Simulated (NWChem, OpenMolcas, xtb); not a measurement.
**A ladder of methods for AlBNH4F (SMILES [NH2][AlH][BH]F)**

The species is AlBNH4F (8 atoms), meant as a singlet with charge 0. SMILES: `[NH2][AlH][BH]F`. Geometry: relaxed at PBE0-D4/def2-TZVP. This is one conformer, not always the lowest.

| atom | x (Å) | y (Å) | z (Å) |
| --- | --- | --- | --- |
| N | -1.0349 | 1.2380 | 0.1781 |
| Al | 0.3584 | 0.2472 | 0.6370 |
| B | 0.8240 | -1.4386 | -0.6459 |
| F | 0.0221 | -1.6930 | -1.6755 |
| H | -1.3655 | 2.0501 | 0.6744 |
| H | -1.6145 | 1.0635 | -0.6277 |
| H | 1.1494 | 0.6795 | 1.9462 |
| H | 1.7532 | -2.2038 | -0.5424 |

Each level gives the dipole moment (D). The values are calculated.

| level | kind | program | value (D) | CPU time |
| --- | --- | --- | --- | --- |
| GFN0-xTB | semi-empirical | xtb | 1.56 | under 2 s |
| HF/def2-SVPD | Hartree–Fock | OpenMolcas | 0.76 | 15 s |
| SVWN5/def2-SVPD | LDA | NWChem | 0.99 | 46 s |
| PBE/def2-SVPD | GGA | OpenMolcas | 0.99 | 43 s |
| M06-L/def2-SVPD | meta-GGA | OpenMolcas | 0.95 | 54 s |
| TPSS/def2-SVPD | meta-GGA | OpenMolcas | 1.01 | 54 s |
| B3LYP/def2-SVPD | global hybrid | OpenMolcas | 0.86 | 41 s |

The values span 0.76 to 1.56 D. Magnitudes only. Times are those of the runs behind each value, whatever else they computed, on shared processors of several kinds: orders of magnitude only.
